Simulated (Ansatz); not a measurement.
Cost and result up the ladder for the cluster Mg₃Si (4 atoms). Charge 0, multiplicity 1. Geometry: r2SCAN-D4/def2-TZVP.

```xyz
4

Mg    0.050    0.641   -1.019
Mg   -1.139   -2.043   -1.734
Mg   -0.458    0.206    1.886
Si    1.546    1.196    0.867
```

Ansatz on 4 threads of Intel Xeon on a shared host. Times are rough, and most runs start from the orbitals of an earlier one. No level here is sound enough to serve as a yardstick. Binding counts from free atoms at the same level (Mg singlet, Si triplet; other spins of the atoms weren't run), without zero-point energy or a counterpoise term.

LC-ωPBE has ω = 0.4 bohr⁻¹. Correlated methods freeze 8 core orbitals; core or outer-core shells of Mg are correlated, in sets that lack core-valence functions. Another isomer (triplet) lies 0.90 eV lower at PBE0-D4/def2-TZVP; other spin states weren't run for this one.

Run but left out: BHLYP-D4/def2-TZVP (restricted singlet, unstable in another Hartree–Fock run and untested here).

Correlated methods converge slowly with the basis.

| level | functions | binding energy per atom (eV) | remarks |
| --- | --- | --- | --- |
| LC-ωPBE/def2-TZVP | 133 | 0.38 | restricted SCF unstable in HF |
| CCSD(T)/def2-TZVPP | 138 | 0.46 | large T1 (0.020), restricted SCF unstable |
| PBE0-D4/def2-TZVP | 133 | 0.58 | restricted SCF unstable in HF |
| PBE-D4/def2-TZVP (with forces) | 133 | 0.67 | restricted SCF unstable in HF |
| r2SCAN-D4/def2-TZVP | 133 | 0.66 | restricted SCF unstable in HF |

(1) Estimate how long each takes.

Answers

(1) PBE-D4/def2-TZVP (with forces) 2.2 s; r2SCAN-D4/def2-TZVP 3.2 s; PBE0-D4/def2-TZVP 3.3 s; LC-ωPBE/def2-TZVP 5 s; CCSD(T)/def2-TZVPP 68 s. On shared hardware such times vary by a factor of up to 3.
